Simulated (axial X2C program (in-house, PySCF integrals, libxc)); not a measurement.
**Low determinants of SnP⁻ at the PBE0 level, two-component**

Calculated with an in-house all-electron X2C program for linear molecules (integrals from PySCF). Two-component (2c) means X2C with spin–orbit coupling and atomic mean-field two-electron Coulomb and Gaunt terms. Basis: Sn dyall-acv3z [12s13p10d5f1g], P dyall-av3z [9s8p3d2f] (cores contracted in-house); Gaussian nuclei, density fitting, unrestricted open shells. Masses: Sn 119.902 u, P 30.974 u.

Search at 2.320 Å (vertical energies from the lowest determinant):

```
ΔE (eV)  state  electrons beyond evenly filled partner blocks  electrons in ±ω = 1/2, 3/2, 5/2, 7/2
   0.00  Ω = 0                                           none                             44 18 4 0
   1.66  Ω = 1                              ω = -1/2, ω = 3/2                             45 17 4 0
   1.75  Ω = 1                                    2 × ω = 1/2                             44 18 4 0
   1.82  Ω = 3                                    2 × ω = 3/2                             44 18 4 0
   1.91  Ω = 1                              ω = -1/2, ω = 3/2                             43 19 4 0
   1.92  Ω = 2                               ω = 1/2, ω = 3/2                             45 17 4 0
   2.12  Ω = 2                               ω = 1/2, ω = 3/2                             43 19 4 0
```

Lowest determinant, Ω = 0 (closed shell): Re = 2.261 Å, ωe = 465.3 cm⁻¹.

The determinant in row 2 of the search, Ω = 1 (⟨Sz⟩ = 1.00, ⟨Lz⟩ = 0.00 at PBE0), was followed along the bond at PBE0; measured from the minimum of the lowest determinant it gives:

Te = 1.571 eV (12668 cm⁻¹), Re = 2.457 Å, ωe = 342.5 cm⁻¹.

(1) Compare the bond of the determinant in row 2 with that of the lowest one.

The search compares states at one distance, so a state with another bond length can lie lower; it is not exhaustive and yields mostly the lowest determinant of each block pattern, so other components and higher states of one pattern are missing. These are energies of single determinants, not of spin-adapted states; PBE0 term energies can be off by some tenths of an eV, and the functional has no current term. Open-shell Ω = 0 determinants with evenly filled partner blocks cannot be reached by this program, so the Ω shown need not be the lowest component. For an anion, determinants above electron detachment are held by the basis set. Row 2 has a positive highest level at its minimum.

## Answers

(1) At PBE0 its Re is 0.196 Å longer and its force constant, which goes as ωe², is 0.54 times that of the lowest determinant. T0 ≈ Te + Δωe/2 = 12668 + (-61) = 12607 cm⁻¹.
